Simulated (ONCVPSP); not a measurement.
# u(r) = r·R(r): atom against pseudo-atom (hydrogen (H))

Columns: radius, all-electron u(r) and pseudo u(r) of the 1s shell (level -6.49 eV) of hydrogen in the configuration 1s1; PBE, scalar-relativistic, ONCV scheme, ONCVPSP 4.0.1.

```json
{"r (bohr)": "0.038", "all-electron": "0.0702", "pseudo": "0.0607"}
{"r (bohr)": "0.075", "all-electron": "0.1335", "pseudo": "0.1192"}
{"r (bohr)": "0.113", "all-electron": "0.1935", "pseudo": "0.1778"}
{"r (bohr)": "0.150", "all-electron": "0.2473", "pseudo": "0.2328"}
{"r (bohr)": "0.188", "all-electron": "0.2982", "pseudo": "0.2864"}
{"r (bohr)": "0.225", "all-electron": "0.3436", "pseudo": "0.3352"}
{"r (bohr)": "0.263", "all-electron": "0.3864", "pseudo": "0.3815"}
{"r (bohr)": "0.300", "all-electron": "0.4244", "pseudo": "0.4228"}
{"r (bohr)": "0.338", "all-electron": "0.4601", "pseudo": "0.4615"}
{"r (bohr)": "0.375", "all-electron": "0.4916", "pseudo": "0.4953"}
{"r (bohr)": "0.413", "all-electron": "0.5209", "pseudo": "0.5262"}
{"r (bohr)": "0.450", "all-electron": "0.5468", "pseudo": "0.5527"}
{"r (bohr)": "0.488", "all-electron": "0.5706", "pseudo": "0.5762"}
{"r (bohr)": "0.525", "all-electron": "0.5914", "pseudo": "0.5959"}
{"r (bohr)": "0.563", "all-electron": "0.6104", "pseudo": "0.6134"}
{"r (bohr)": "0.600", "all-electron": "0.6269", "pseudo": "0.6285"}
{"r (bohr)": "0.638", "all-electron": "0.6417", "pseudo": "0.6423"}
{"r (bohr)": "0.675", "all-electron": "0.6543", "pseudo": "0.6544"}
{"r (bohr)": "0.713", "all-electron": "0.6654", "pseudo": "0.6654"}
{"r (bohr)": "0.750", "all-electron": "0.6747", "pseudo": "0.6747"}
{"r (bohr)": "0.788", "all-electron": "0.6827", "pseudo": "0.6827"}
{"r (bohr)": "0.825", "all-electron": "0.6891", "pseudo": "0.6891"}
{"r (bohr)": "0.863", "all-electron": "0.6943", "pseudo": "0.6943"}
{"r (bohr)": "0.900", "all-electron": "0.6982", "pseudo": "0.6982"}
{"r (bohr)": "0.938", "all-electron": "0.7011", "pseudo": "0.7011"}
{"r (bohr)": "0.975", "all-electron": "0.7028", "pseudo": "0.7028"}
```

Q: How many radial nodes do the two functions have?

A: The all-electron 1s function has n − l − 1 = 0; the pseudo-wave has 0.

Q: At about which radius was the pseudo-wave matched?

A: 0.75 bohr. The columns agree to 0.0005 from 0.68 bohr on; several derivatives are matched, so the curves merge somewhat inside the radius.

Q: Is the pseudo-wave norm-conserving?

A: Yes: the ONCV scheme keeps the norm inside the radius equal to the all-electron one, which fixes the energy derivative of the logarithmic derivative at the level.
